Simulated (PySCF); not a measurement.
PySCF input file for Al(OH)(PH2)2 (AlH5OP2), SMILES [PH2][Al]([OH])[PH2], TDDFT-PBE/def2-SVPD. Coordinates come from a B3LYP-D3(BJ)/def2-SVP optimisation. The structure was generated by enumeration; whether it is a known compound was not checked. One conformer was computed; it need not be the lowest.

```python
import numpy as np
from pyscf import gto, scf, dft, tdscf

mol = gto.M(
    atom='''
    Al    0.32802061   -0.18926812   -0.10701762
    O     1.77303635   -0.90988383   -0.66101958
    H     2.48086043   -1.30486660   -0.14460700
    P    -0.12659061    0.05427582    2.18146597
    H     0.27234410   -1.28582372    2.48812532
    H    -1.50577389   -0.28540387    2.01382023
    P    -0.98066169    0.78652981   -1.77445475
    H    -2.20828610    0.37012656   -1.16883441
    H    -0.87891869   -0.36656042   -2.61428671
    ''',
    basis='def2-SVPD',
    charge=0,
    spin=0,
    max_memory=1600,
    verbose=4,
)
mf = dft.RKS(mol, xc='pbe').density_fit(auxbasis='def2-universal-jkfit')
mf.grids.level = 3
mf.conv_tol = 1e-9
mf.max_cycle = 100
mf.kernel()
mf.grids = dft.Grids(mol).set(level=1).build(with_non0tab=True)  # coarser grid for the response kernel
td = tdscf.TDDFT(mf)
td.singlet = True
td.nstates = 10
td.conv_tol = 1e-4
td.positive_eig_threshold = 1e-6
td.kernel(x0=td.get_init_guess(mf, 15))
td.analyze()
tt = tdscf.TDA(mf)
tt.singlet = False
tt.nstates = 4
tt.conv_tol = 1e-4
tt.positive_eig_threshold = 1e-6
tt.kernel(x0=tt.get_init_guess(mf, 9))
tt.analyze(verbose=3)
```

Log of the run:

```
PySCF version 2.14.0

[INPUT] verbose = 4
[INPUT] num. atoms = 9
[INPUT] num. electrons = 56
[INPUT] charge = 0
[INPUT] spin (= nelec alpha-beta = 2S) = 0
[INPUT] symmetry False subgroup None
[INPUT] Mole.unit = angstrom
[INPUT] Symbol           X                Y                Z      unit          X                Y                Z       unit  Magmom
[INPUT]  1 Al     0.328020610000  -0.189268120000  -0.107017620000 AA    0.619869116113  -0.357664910911  -0.202233992303 Bohr   0.0
[INPUT]  2 O      1.773036350000  -0.909883830000  -0.661019580000 AA    3.350553110398  -1.719431243870  -1.249145969175 Bohr   0.0
[INPUT]  3 H      2.480860430000  -1.304866600000  -0.144607000000 AA    4.688146765971  -2.465840503092  -0.273267625695 Bohr   0.0
[INPUT]  4 P     -0.126590610000   0.054275820000   2.181465970000 AA   -0.239221582842   0.102566434986   4.122373233359 Bohr   0.0
[INPUT]  5 H      0.272344100000  -1.285823720000   2.488125320000 AA    0.514655760641  -2.429854675269   4.701875418396 Bohr   0.0
[INPUT]  6 H     -1.505773890000  -0.285403870000   2.013820230000 AA   -2.845500257621  -0.539335149191   3.805568698809 Bohr   0.0
[INPUT]  7 P     -0.980661690000   0.786529810000  -1.774454750000 AA   -1.853182014953   1.486325929706  -3.353233497934 Bohr   0.0
[INPUT]  8 H     -2.208286100000   0.370126560000  -1.168834410000 AA   -4.173055933684   0.699437829827  -2.208776919868 Bohr   0.0
[INPUT]  9 H     -0.878918690000  -0.366560420000  -2.614286710000 AA   -1.660915609862  -0.692698801906  -4.940285892990 Bohr   0.0

nuclear repulsion = 242.229487286793
number of shells = 59
number of NR pGTOs = 209
number of NR cGTOs = 135
basis = def2-SVPD
ecp = {}


[settings echo left out]
init E= -1002.52870898121
  HOMO = -0.264917494636839  LUMO = -0.0884491102083458  gap/eV = 4.80195
cycle= 1 E= -1002.41178726141  delta_E= 0.117  |g|= 0.867  |ddm|= 3.35
  HOMO = -0.0983371741849588  LUMO = -0.0315516315879876  gap/eV = 1.81733
cycle= 2 E= -1000.89595937124  delta_E= 1.52  |g|= 2.58  |ddm|= 3.22
  HOMO = -0.19153484869341  LUMO = -0.0556975663697559  gap/eV = 3.69632
cycle= 3 E= -1002.54824334137  delta_E= -1.65  |g|= 0.221  |ddm|= 2.49
  HOMO = -0.233202738170403  LUMO = -0.0622057964256211  gap/eV = 4.65306
cycle= 4 E= -1002.55868359962  delta_E= -0.0104  |g|= 0.161  |ddm|= 0.744
  HOMO = -0.220851170145759  LUMO = -0.0649939610742356  gap/eV = 4.24109
cycle= 5 E= -1002.56795472805  delta_E= -0.00927  |g|= 0.0386  |ddm|= 0.34
  HOMO = -0.218605928155339  LUMO = -0.0610748631177853  gap/eV = 4.28664
cycle= 6 E= -1002.56847915222  delta_E= -0.000524  |g|= 0.0112  |ddm|= 0.0723
  HOMO = -0.218806342918633  LUMO = -0.0620575870290794  gap/eV = 4.26535
cycle= 7 E= -1002.56852201773  delta_E= -4.29e-05  |g|= 0.00304  |ddm|= 0.0191
  HOMO = -0.218751235027227  LUMO = -0.0619123108064135  gap/eV = 4.26780
cycle= 8 E= -1002.56852543174  delta_E= -3.41e-06  |g|= 0.000959  |ddm|= 0.00653
  HOMO = -0.21875286027895  LUMO = -0.0619179117362521  gap/eV = 4.26770
cycle= 9 E= -1002.56852573301  delta_E= -3.01e-07  |g|= 0.000192  |ddm|= 0.00168
  HOMO = -0.218764546885298  LUMO = -0.0619244859857102  gap/eV = 4.26784
cycle= 10 E= -1002.56852574087  delta_E= -7.86e-09  |g|= 6.66e-05  |ddm|= 0.000391
  HOMO = -0.21876184051583  LUMO = -0.0619241331387745  gap/eV = 4.26777
cycle= 11 E= -1002.56852574236  delta_E= -1.48e-09  |g|= 2.64e-05  |ddm|= 0.00018
  HOMO = -0.218761212683154  LUMO = -0.0619238330848129  gap/eV = 4.26776
cycle= 12 E= -1002.56852574264  delta_E= -2.89e-10  |g|= 2.69e-06  |ddm|= 5.79e-05
  HOMO = -0.218760901718416  LUMO = -0.0619236846339017  gap/eV = 4.26776
Extra cycle  E= -1002.56852574264  delta_E=    0  |g|= 3.84e-06  |ddm|= 1.34e-05
converged SCF energy = -1002.56852574264
tot grids = 36720
Overwritten attributes  positive_eig_threshold  of <class 'pyscf.tdscf.rks.CasidaTDDFT'>


******** <class 'pyscf.tdscf.rks.CasidaTDDFT'> for <class 'pyscf.df.df_jk.DFRKS'> ********
nstates = 10 singlet
deg_eia_thresh = 1.000e-03
wfnsym = None
conv_tol = 0.0001
eigh lindep = 1e-12
eigh level_shift = 0
eigh max_cycle = 100


Excitation energies (eV)
[4.5887325  4.73202597 5.16269479 5.52379126 5.58393309 5.88564175
 5.91825156 6.05840388 6.06371864 6.13321716]

** Singlet excitation energies and oscillator strengths **
Excited State   1:      4.58873 eV    270.19 nm  f=0.0334
      28 -> 29        0.62772
      28 -> 30        0.28394
      28 -> 31       -0.11996
Excited State   2:      4.73203 eV    262.01 nm  f=0.0615
      28 -> 29       -0.22883
      28 -> 30        0.62522
      28 -> 31        0.22009
Excited State   3:      5.16269 eV    240.15 nm  f=0.1147
      28 -> 29        0.16380
      28 -> 30       -0.14404
      28 -> 31        0.64774
      28 -> 32       -0.13961
Excited State   4:      5.52379 eV    224.45 nm  f=0.0087
      27 -> 29        0.21943
      27 -> 30        0.66687
Excited State   5:      5.58393 eV    222.04 nm  f=0.0500
      27 -> 29       -0.62476
      27 -> 30        0.22391
      27 -> 31        0.15238
Excited State   6:      5.88564 eV    210.66 nm  f=0.0231
      26 -> 29       -0.35925
      27 -> 31        0.11274
      28 -> 32        0.57498
Excited State   7:      5.91825 eV    209.49 nm  f=0.0199
      27 -> 29       -0.12284
      27 -> 31       -0.47036
      28 -> 32        0.11690
      28 -> 33        0.48684
Excited State   8:      6.05840 eV    204.65 nm  f=0.0114
      25 -> 29       -0.10222
      27 -> 31        0.46962
      28 -> 33        0.49174
Excited State   9:      6.06372 eV    204.47 nm  f=0.0109
      26 -> 29       -0.49263
      26 -> 30        0.12884
      28 -> 32       -0.24443
      28 -> 34       -0.39771
Excited State  10:      6.13322 eV    202.15 nm  f=0.0571
      26 -> 29       -0.30961
      26 -> 30        0.16479
      28 -> 32       -0.16029
      28 -> 34        0.56046

** Transition electric dipole moments (AU) **
state          X           Y           Z        Dip. S.      Osc.
  1        -0.1093      0.0951     -0.5256      0.2973      0.0334
  2         0.1225     -0.0972      0.7113      0.5304      0.0615
  3        -0.1872      0.1610     -0.9198      0.9070      0.1147
  4         0.0619      0.2052      0.1345      0.0640      0.0087
  5        -0.2264      0.5555      0.0764      0.3656      0.0500
  6        -0.0739      0.0476     -0.3909      0.1605      0.0231
  7        -0.0715      0.3615     -0.0360      0.1371      0.0199
  8         0.1573     -0.2257     -0.0310      0.0766      0.0114
  9         0.0481      0.0643      0.2586      0.0733      0.0109
 10         0.1077     -0.2010      0.5727      0.3801      0.0571

** Transition velocity dipole moments (imaginary part, AU) **
state          X           Y           Z        Dip. S.      Osc.
  1        -0.0180      0.0160     -0.0876      0.0083      0.0326
  2         0.0211     -0.0174      0.1269      0.0168      0.0646
  3        -0.0377      0.0330     -0.1828      0.0359      0.1262
  4         0.0149      0.0507      0.0290      0.0036      0.0119
  5        -0.0452      0.1200      0.0159      0.0167      0.0542
  6        -0.0158      0.0103     -0.0869      0.0079      0.0244
  7        -0.0145      0.0814     -0.0082      0.0069      0.0212
  8         0.0342     -0.0520     -0.0059      0.0039      0.0117
  9         0.0119      0.0157      0.0582      0.0038      0.0113
 10         0.0270     -0.0458      0.1324      0.0204      0.0602

** Transition magnetic dipole moments (imaginary part, AU) **
state          X           Y           Z
  1        -0.8822      0.4539      0.2084
  2         0.4486      0.1082     -0.0612
  3        -0.6551      0.0965      0.1258
  4         0.0389      0.0664      0.0986
  5         0.1566     -0.0928      0.5379
  6         0.0243     -0.3707     -0.1127
  7         0.0626     -0.1860      0.0652
  8         0.1008      0.0782      0.2399
  9        -0.2939      0.6908      0.1690
 10        -0.1526     -0.5551     -0.1275
Overwritten attributes  positive_eig_threshold  of <class 'pyscf.tdscf.rks.TDA'>


******** <class 'pyscf.tdscf.rks.TDA'> for <class 'pyscf.df.df_jk.DFRKS'> ********
nstates = 4 triplet
deg_eia_thresh = 1.000e-03
wfnsym = None
conv_tol = 0.0001
eigh lindep = 1e-12
eigh level_shift = 0
eigh max_cycle = 100


Excitation energies (eV)
[3.93574376 4.48907305 4.66027999 4.77933791]

** Triplet excitation energies and oscillator strengths **
Excited State   1:      3.93574 eV    315.02 nm  f=0.0000
Excited State   2:      4.48907 eV    276.19 nm  f=0.0000
Excited State   3:      4.66028 eV    266.04 nm  f=0.0000
Excited State   4:      4.77934 eV    259.42 nm  f=0.0000
```

Self-consistency was reached.

Cost: very roughly 50 core-seconds.
